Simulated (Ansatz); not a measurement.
H₃ClSi, triplet, at the geometry of the source list (a higher spin typed on purpose: for a closed-shell molecule this is an excited state); REVPBE/6-31G in Ansatz (an electronic-structure program).

Input for Ansatz:
Ansatz 0.2 input:
```yaml
crystal:
  periodic: [false, false, false]
  atoms:
    - {symbol: Si, position_ang: [-0.12910000, -0.00570000, -0.00460000]}
    - {symbol: Cl, position_ang: [1.87810000, 0.08360000, 0.06760000]}
    - {symbol: H, position_ang: [-0.50430000, -0.99840000, -1.00530000]}
    - {symbol: H, position_ang: [-0.63000000, 1.31380000, -0.37260000]}
    - {symbol: H, position_ang: [-0.61480000, -0.39330000, 1.31500000]}
basis:
  gaussian:
    orbitals: 6-31G
hamiltonian:
  xc: revpbe
magnetization: {spin_polarized: true, initial_magnetization: 2}
```

Predict the main parts of the log of this Ansatz run.


```
Functional definition: revPBE
376 factors; integrals over basis functions are off by at most 1.7e-4 eV
mean field evaluation 1: about -20435.3268 eV, gradient 9.2e0 eV
mean field evaluation 2: about -20431.2142 eV, gradient 2.2e1 eV
mean field evaluation 4: about -20436.0527 eV, gradient 6.4e0 eV
mean field evaluation 8: about -20436.4497 eV, gradient 2.6e0 eV
mean field evaluation 16: about -20436.5206 eV, gradient 2.2e-5 eV
mean field evaluation 32: about -20433.6019 eV, gradient 5.0e0 eV
mean field evaluation 64: about -20434.5564 eV, gradient 3.8e0 eV
mean field -20436.52077025 eV, -751.0282859354 hartree, gradient 8.8e-6 eV, S^2 2.001057; 6 other end points of the search recorded, 0 dependent functions left out
reference -20436.52081702 eV, -751.0282876541 hartree; 18, 16 occupied and 14, 16 virtual orbitals, 376 factors
Total energy: -20436.52081702 eV, -751.0282876541 hartree
```
